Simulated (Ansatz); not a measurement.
Reaction (formal hydrolysis of a B–F bond): `NB(O)F` + H₂O → `NB(O)O` + H–F

Program: Ansatz. Geometries: PBE0-D4/def2-TZVP. ΔE: electronic, gas phase. CCSD(T)/CBS is the MP2 limit (def2-TZVPP, def2-QZVPP) plus CCSD(T) − MP2 in def2-TZVPP, frozen cores. This one scheme is used for every species. Functionals use def2-TZVPP. One conformer a species, not always the lowest.

**Question.** Is it downhill or uphill in electronic energy at CCSD(T)/CBS, and by how much? (Estimate.)

**Answer.** Computed: Uphill: ΔE = +4.9 kcal/mol.

**Question.** What do these levels give: PBE-QIDH, r2SCANh, BHLYP, CCSD/def2-SVP, HF/def2-TZVPP, MP2/def2-TZVPP? (An estimate is asked.)

**Answer.** The calculation gave: PBE-QIDH 4.9, r2SCANh 5.8, BHLYP 6.1, CCSD/def2-SVP 5.3, HF/def2-TZVPP 6.9, MP2/def2-TZVPP 4.5 kcal/mol.

Largest T1 diagnostic among the species: 0.011.

In def2-TZVPP, CCSD(T) changes the Hartree–Fock value by −1.8 kcal/mol (the triples alone add −0.2 kcal/mol) and MP2 by −2.4 kcal/mol. Leaving LDA and LC-ωPBE aside and taking each functional with its dispersion term where it has one, the values, not all of them listed here, spread over 1.6 kcal/mol, from revPBE-D4 to B97M-V. LDA lies −1.1 kcal/mol from PBE without D4.
